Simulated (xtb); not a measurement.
A run for xtb: GFN-FF on Ge2H8 (a complex), monomers drawn apart or pushed together.

```
$ xtb mol.xyz --gfnff --sp --chrg 0 --uhf 0
10

Ge     0.12721440    -0.06567561     0.38920267
H      0.50711535     0.36237339    -1.03629169
H      1.20839491    -0.99935054     0.95173922
H     -1.22211318    -0.79753565     0.36392592
H      0.01642066     1.17908033     1.28262354
Ge    -0.22827920     0.11777799     6.15926790
H      1.24605723     0.30333445     5.77409783
H     -0.87972647    -0.89471717     5.20537914
H     -0.96079862     1.46293693     6.05280003
H     -0.32242751    -0.40638438     7.60025614
```

Program output:

```
[...]
           -------------------------------------------------
          |                Calculation Setup                |
           -------------------------------------------------



molecular fragmentation (1/2 indicates fragments):
1111122222
# atoms in fragment 1/2:     5     5
 fragment masses (1/2) :       76.66       76.66
CMA distance (Bohr)    :  10.930
constraining FC (au)   :  0.0500

          ==================== Thresholds ====================
          CN  :   150.00000
          rep :   500.00000
          disp:  2500.00000
          HB1 :   250.00000
          HB2 :   450.00000

          Pauling EN used:
          Z : 1  EN :  2.20
          Z :32  EN :  2.01
          electric field strengths (au): 0.000

           -------------------------------------------------
          |           Force Field Initialization            |
           -------------------------------------------------

          distances ...
          ----------------------------------------
          generating topology and atomic info file ...
          pair mat ...
          computing topology distances matrix with Floyd-Warshall algo ...
          making topology EEQ charges ...
          #fragments for EEQ constrain: 2
          ----------------------------------------
          generating topology and atomic info file ...
          pair mat ...
          computing topology distances matrix with Floyd-Warshall algo ...
          making topology EEQ charges ...
          rings ...
          # BATM   0
          # H in HB   8

  atom   neighbors  erfCN metchar sp-hybrid imet pi  qest     coordinates
    1  Ge      4    3.44   0.03         3    0    0   0.124    0.240400   -0.124109    0.735486
    2  H       1    0.95   0.01         0    0    0  -0.031    0.958309    0.684786   -1.958307
    3  H       1    0.95   0.01         0    0    0  -0.031    2.283535   -1.888499    1.798526
    4  H       1    0.95   0.01         0    0    0  -0.031   -2.309459   -1.507124    0.687720
    5  H       1    0.95   0.01         0    0    0  -0.031    0.031031    2.228139    2.423807
    6  Ge      4    3.44   0.03         3    0    0   0.124   -0.431385    0.222568   11.639329
    7  H       1    0.95   0.01         0    0    0  -0.031    2.354707    0.573219   10.911464
    8  H       1    0.95   0.01         0    0    0  -0.031   -1.662442   -1.690770    9.836741
    9  H       1    0.95   0.01         0    0    0  -0.031   -1.815646    2.764550   11.438134
   10  H       1    0.95   0.01         0    0    0  -0.031   -0.609300   -0.767955   14.362403

          #atoms :   10
          #bonds :   8
          #angl  :   12
          #tors  :   0
          #nmol  :   2
          #optfrag :   2
           -------------------------------------------------
          |                   G F N - F F                   |
          |          A general generic force-field          |
          |                  Version 1.0.3                  |
           -------------------------------------------------
          Number of HB bonds (bound hydrogen)     0
          Number of HB bonds (unbound hydrogen)   0
          Number of XB bonds                      0

 E+G (total)                   0 d,  0 h,  0 min,  0.000 sec
 distance/D3 list               ...        0 min,  0.000 sec (  0.901%)
 non bonded repulsion           ...        0 min,  0.000 sec ( 34.920%)
 dCN                            ...        0 min,  0.000 sec (  3.638%)
 EEQ energy and q               ...        0 min,  0.000 sec ( 17.739%)
 D3                             ...        0 min,  0.000 sec ( 12.208%)
 EEQ gradient                   ...        0 min,  0.000 sec (  3.676%)
Note: The following floating-point exceptions are signalling: IEEE_UNDERFLOW_FLAG IEEE_DENORMAL
normal termination of xtb
 bonds                          ...        0 min,  0.000 sec (  7.163%)
 bend and torsion               ...        0 min,  0.000 sec (  5.216%)
 bonded ATM                     ...        0 min,  0.000 sec (  0.369%)
 HB/XB (incl list setup)        ...        0 min,  0.000 sec (  8.706%)

         :::::::::::::::::::::::::::::::::::::::::::::::::::::
         ::                     SUMMARY                     ::
         :::::::::::::::::::::::::::::::::::::::::::::::::::::
         :: total energy              -0.659940006067 Eh    ::
         :: gradient norm              0.004660837135 Eh/a0 ::
         ::.................................................::
         :: bond energy               -0.721888562522 Eh    ::
         :: angle energy               0.050754957857 Eh    ::
         :: torsion energy             0.000000000000 Eh    ::
         :: repulsion energy           0.021222707823 Eh    ::
         :: electrostat energy        -0.007616855871 Eh    ::
         :: dispersion energy         -0.002412253354 Eh    ::
         :: HB energy                  0.000000000000 Eh    ::
         :: XB energy                  0.000000000000 Eh    ::
         :: bonded atm energy          0.000000000000 Eh    ::
         :: external energy            0.000000000000 Eh    ::
         :: add. restraining           0.000000000000 Eh    ::
         :: total charge               0.000000000000 e     ::
         :::::::::::::::::::::::::::::::::::::::::::::::::::::

           -------------------------------------------------
          |                Property Printout                |
           -------------------------------------------------

molecular dipole:
                 x           y           z       tot (Debye)
 q only:        0.000      -0.000      -0.000       0.000

           -------------------------------------------------
          | TOTAL ENERGY               -0.659940006067 Eh   |
          | GRADIENT NORM               0.004660837135 Eh/α |
           -------------------------------------------------
########################################################################
[WARNING] Runtime exception occurred
-1- gfnff_setup: Could not read topology file.
########################################################################

------------------------------------------------------------------------
------------------------------------------------------------------------
 total:
 SCF:
```

The run finished.

Cost: about 0.05 core-seconds (a rough figure).
